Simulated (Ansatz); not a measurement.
```yaml
crystal:
  periodic: [false, false, false]
  atoms:
    - {symbol: N, position_ang: [-0.619276, -0.376135, -1.211204]}
    - {symbol: V, position_ang: [0.535302, 0.259418, 0.045995]}
    - {symbol: O, position_ang: [1.705648, 0.928259, -0.727543]}
    - {symbol: O, position_ang: [1.171636, -1.065017, 1.047917]}
    - {symbol: O, position_ang: [-0.279238, 1.463340, 1.071719]}
    - {symbol: H, position_ang: [-1.350330, -1.048439, -1.026685]}
    - {symbol: H, position_ang: [-0.488262, -0.234663, -2.201485]}
    - {symbol: H, position_ang: [0.641291, -1.416711, 1.768411]}
    - {symbol: H, position_ang: [-1.228271, 1.443746, 1.215676]}
basis:
  gaussian: {orbitals: cc-pVTZ-DK, final_grid: {core_spheres: 5, valence_spheres: 4, degree: 11}}
magnetization: {spin_polarized: true, initial_magnetization: 6}
hamiltonian: {xc: {name: BLYP}, dispersion: d3bj}
output: {forces: true}
```

```sh
$ ansatz run in.yaml --threads 4 --pin off --events-out ev --progress --plain --max-ram 10444MiB
```

Output, abridged:

```
Functional definition: BLYP
1411 factors; their error is unknown
mean field evaluation 1: about -33502.3506 eV, gradient 8.2e1 eV
mean field evaluation 2: about -33300.5595 eV, gradient 2.1e2 eV
mean field evaluation 4: about -33484.9931 eV, gradient 8.7e1 eV
mean field evaluation 8: about -33526.8255 eV, gradient 6.7e0 eV
mean field evaluation 16: about -33527.4136 eV, gradient 8.9e-5 eV
mean field -33527.41362086 eV, -1232.1097248695 hartree, gradient 9.3e-6 eV, S^2 12.011258; 10 other end points of the search recorded, 0 dependent functions left out
reference -33527.41398487 eV, -1232.1097382467 hartree; 32, 26 occupied and 212, 218 virtual orbitals, 1411 factors
Total energy: -33527.78434465 eV, -1232.1233487174 hartree
Relativity: scalar
Atom 0 at    -0.619276    -0.376135    -1.211204 Å, force    -2.606722    -1.555540    -2.704455 eV/Å
Atom 1 at     0.535302     0.259418     0.045995 Å, force    -3.936213    -2.652495     5.785612 eV/Å
Atom 2 at     1.705648     0.928259    -0.727543 Å, force     9.063564     5.386771    -6.134723 eV/Å
Atom 3 at     1.171636    -1.065017     1.047917 Å, force     1.466303    -2.016706     0.628880 eV/Å
Atom 4 at    -0.279238     1.463340     1.071719 Å, force     0.283436     2.008883     1.872173 eV/Å
Atom 5 at    -1.350330    -1.048439    -1.026685 Å, force    -1.171864    -1.052960     0.042932 eV/Å
Atom 6 at    -0.488262    -0.234663    -2.201485 Å, force    -0.126276     0.253348    -1.501268 eV/Å
Atom 7 at     0.641291    -1.416711     1.768411 Å, force    -0.617255    -0.857523     1.616274 eV/Å
Atom 8 at    -1.228271     1.443746     1.215676 Å, force    -2.354973     0.486221     0.394576 eV/Å
Dipole moment:    -0.001300    -0.026460    -0.222295 e Å
```

Question: Something in this input is off. What?

Answer: The spin is set far too high for this molecule. The run converged. The result belongs to that input, not to the molecule as meant.
